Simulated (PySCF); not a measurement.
ClMg (SMILES [Mg+][Cl]), charge +1, singlet, at a GFN2-xTB geometry (such geometries of metal compounds can be far from the true shape); PySCF with M062X/def2-SVP.

PySCF was given this input:
```python
from pyscf import gto, scf, dft

mol = gto.M(
    atom='''
Mg   -0.00000000   -0.00000000   -1.21080290
Cl    0.00000000    0.00000000    0.85468440
''',
    basis='def2-svp',
    charge=1,
    verbose=4,
)

mf = dft.RKS(mol)
mf.xc = 'm062x'
mf.grids.prune = None
mf.kernel()
```

Output, abridged:

```
PySCF version 2.14.0

[INPUT] verbose = 4
[INPUT] num. atoms = 2
[INPUT] num. electrons = 28
[INPUT] charge = 1
[INPUT] spin (= nelec alpha-beta = 2S) = 0
[INPUT] symmetry False subgroup None
[INPUT] Mole.unit = angstrom
[INPUT] Symbol           X                Y                Z      unit          X                Y                Z       unit  Magmom
[INPUT]  1 Mg     0.000000000000   0.000000000000  -1.210802900000 AA    0.000000000000   0.000000000000  -2.288085871829 Bohr   0.0
[INPUT]  2 Cl     0.000000000000   0.000000000000   0.854684400000 AA    0.000000000000   0.000000000000   1.615119438938 Bohr   0.0

nuclear repulsion = 52.2647372499845
number of shells = 16
number of NR pGTOs = 72
number of NR cGTOs = 36
basis = def2-svp
ecp = {}

******** <class 'pyscf.dft.rks.RKS'> ********
method = RKS
initial guess = minao
damping factor = 0
level_shift factor = 0
DIIS = <class 'pyscf.scf.diis.CDIIS'>
diis_start_cycle = 1
diis_space = 8
diis_damp = 0
SCF conv_tol = 1e-09
SCF conv_tol_grad = None
SCF max_cycles = 50
direct_scf = True
direct_scf_tol = 1e-13
XC library pyscf.dft.libxc version 7.1.2
    S. Lehtola, C. Steigemann, M. J. T. Oliveira, and M. A. L. Marques,  SoftwareX 7, 1–5 (2018)
XC functionals = m062x
    Y. Zhao and D. G. Truhlar,  Theor. Chem. Acc. 120, 215 (2008)
    Y. Zhao and D. G. Truhlar,  Theor. Chem. Acc. 120, 215 (2008)
radial grids:
    Treutler-Ahlrichs [JCP 102, 346 (1995); DOI:10.1063/1.469408] (M4) radial grids

becke partition: Becke, JCP 88, 2547 (1988); DOI:10.1063/1.454033
pruning grids: None
grids dens level: 3
symmetrized grids: False
atomic radii adjust function: <function treutler_atomic_radii_adjust>
small_rho_cutoff = 0
Set gradient conv threshold to 3.16228e-05
Initial guess from minao.
tot grids = 69440
init E= -660.150189550392
  HOMO = -0.430452385138693  LUMO = -0.16352924439221  gap/eV = 7.26335
cycle= 1 E= -659.756856046707  delta_E= 0.393  |g|= 0.276  |ddm|= 1.83
  HOMO = -0.509344831813053  LUMO = -0.348655984135532  gap/eV = 4.37257
cycle= 2 E= -659.768769674087  delta_E= -0.0119  |g|= 0.268  |ddm|=    1
  HOMO = -0.568249566978728  LUMO = -0.332969914595618  gap/eV = 6.40229
cycle= 3 E= -659.79106869915  delta_E= -0.0223  |g|= 0.0164  |ddm|= 0.429
  HOMO = -0.565000953358124  LUMO = -0.329682889252624  gap/eV = 6.40333
cycle= 4 E= -659.791163593405  delta_E= -9.49e-05  |g|= 0.00529  |ddm|= 0.0231
  HOMO = -0.566118696847354  LUMO = -0.330036701884432  gap/eV = 6.42412
cycle= 5 E= -659.791174228346  delta_E= -1.06e-05  |g|= 0.000774  |ddm|= 0.00863
  HOMO = -0.566003615952861  LUMO = -0.330351445306606  gap/eV = 6.41242
cycle= 6 E= -659.791174897804  delta_E= -6.69e-07  |g|= 0.000173  |ddm|= 0.00329
  HOMO = -0.565963532122817  LUMO = -0.330455241611102  gap/eV = 6.40851
cycle= 7 E= -659.79117494381  delta_E= -4.6e-08  |g|= 2.46e-05  |ddm|= 0.00092
  HOMO = -0.56596204550475  LUMO = -0.330453348039203  gap/eV = 6.40852
cycle= 8 E= -659.791174944511  delta_E= -7.01e-10  |g|= 1.95e-06  |ddm|= 0.000112
  HOMO = -0.565962376236365  LUMO = -0.330453526684648  gap/eV = 6.40852
Extra cycle  E= -659.791174944513  delta_E= -2.05e-12  |g|= 1.23e-06  |ddm|= 5.86e-06
converged SCF energy = -659.791174944513
```
